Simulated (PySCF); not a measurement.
## PbCl and its ions

UHF; basis Pb def2-SVPD with ECP60, Cl def2-SVPD; scalar-relativistic core potentials; PySCF 2.14. Neutral (UHF): doublet (π ↑), Re = 2.539 Å, ωe = 299 cm⁻¹, De = 2.46 eV, HOMO -7.25 eV, LUMO -0.56 eV.

PbCl⁺ (RHF): singlet (closed shell), Re = 2.403 Å, ωe = 383 cm⁻¹. The energies at the minima are -651.25002 hartree for PbCl and -651.00535 for PbCl⁺.

Question: Work out the adiabatic ionisation energy, without and with harmonic zero-point energies (1 hartree = 27.2114 eV, 1 eV = 8065.5 cm⁻¹), and the change of the bond length.

Answer: At HF: 0.24467 hartree = 6.658 eV between the minima; the zero-point term (383.0 − 299.0)/2 cm⁻¹ = +0.005 eV makes it 6.663 eV. Re changes by -13.6 pm against the neutral. The electron leaves a π orbital; in so polar a molecule the change of length follows mostly from the change of the ionic charges.

PbCl⁻ (UHF): triplet (π ↑↑), Re = 2.784 Å, ωe = 185 cm⁻¹. The energies at the minima are -651.25002 hartree for PbCl and -651.29425 for PbCl⁻.

Question: Work out the adiabatic electron affinity, without and with harmonic zero-point energies (1 hartree = 27.2114 eV, 1 eV = 8065.5 cm⁻¹), and the change of the bond length.

Answer: At UHF: 0.04423 hartree = 1.204 eV between the minima; the zero-point term (299.0 − 185.0)/2 cm⁻¹ = +0.007 eV makes it 1.211 eV. Re changes by +24.5 pm against the neutral. The electron enters a π orbital; in so polar a molecule the change of length follows mostly from the change of the ionic charges.

These are scalar-relativistic numbers at best; spin–orbit coupling would shift them, the dissociation energy most. Hartree–Fock leaves out correlation, which carries a large part of most bond energies and some tenths to 1 eV of ionisation energies. States were picked by a PBE0 search and need not be the measured ground states.

Neutral and ion stand on different kinds of reference determinant, which adds to the error of the difference.
